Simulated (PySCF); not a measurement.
C3H4FNSi.

```xyz
10

N      1.3947    -0.8739     2.3408
C      1.3105    -1.0631     1.2014
C      1.1645    -1.2548    -0.2235
C      0.2959    -0.5187    -0.9343
Si    -0.8011     0.8102    -0.1833
F     -1.7265     1.3746    -1.3996
H      1.7987    -2.0254    -0.6749
H      0.2337    -0.7120    -2.0126
H     -1.6850     0.2317     0.8578
H      0.0185     1.9285     0.3448
```
Charge 0, spin multiplicity 1.

Coordinates come from a ωB97X-D3(BJ)/def2-SVP optimisation. The structure was generated by enumeration; whether it is a known compound was not checked. Other conformers were not sampled.

Level of theory: PBE/pcSseg-1 (PySCF). Non-relativistic, no solvent.

Computed absolute GIAO shielding of each atom: isotropic value and principal components (ppm):
```tsv
atom	σ(iso)	σ11	σ22	σ33	span
N1	-63.7	-209.4	-198.3	216.6	426.0
C2	60.7	-51.6	-49.2	282.8	334.4
C3	57.6	-54.7	73.5	154.1	208.8
C4	21.2	-103.3	8.7	158.0	261.3
Si5	338.0	294.3	296.8	423.1	128.8
F6	388.2	372.2	375.5	416.9	44.7
H7	25.2	22.6	25.1	27.9	5.3
H8	24.2	20.7	24.9	27.0	6.3
H9	25.5	22.1	25.3	29.0	7.0
H10	25.5	22.1	25.2	29.1	7.0
```
